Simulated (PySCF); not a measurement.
C3H5F3, SMILES C[C@@H](F)C(F)F. Geometry optimised at B3LYP-D3(BJ)/def2-SVP. The structure was generated by enumeration; whether it is a known compound was not checked. The values are those of a single conformer.

Method: PySCF with B3LYP-D3(BJ)/def2-SVP.

Harmonic wavenumbers (cm⁻¹): 83, 231, 240, 258, 365, 490, 559, 738, 852, 930, 1022, 1126, 1142, 1160, 1212, 1330, 1379, 1400, 1413, 1426, 1463, 1476, 3038, 3045, 3051, 3135, 3150. Rotational constants (GHz): 4.968, 2.877, 2.382; symmetry number 1.

Q: Work out the zero-point energy and the ideal-gas rigid-rotor harmonic-oscillator thermochemistry at 298.15 K and 1 atm.

A: ZPE = ½ Σ hcν = ½ × 35713 cm⁻¹ = 51.05 kcal/mol. H − E(el) = 55.55 kcal/mol. Entropy in cal/(mol K): translation 39.66, rotation 26.65, vibration 12.43, total 78.74. G − E(el) = 32.08 kcal/mol. Cp = 22.96 cal/(mol K). Modes under 150 cm⁻¹ make the vibrational entropy uncertain.
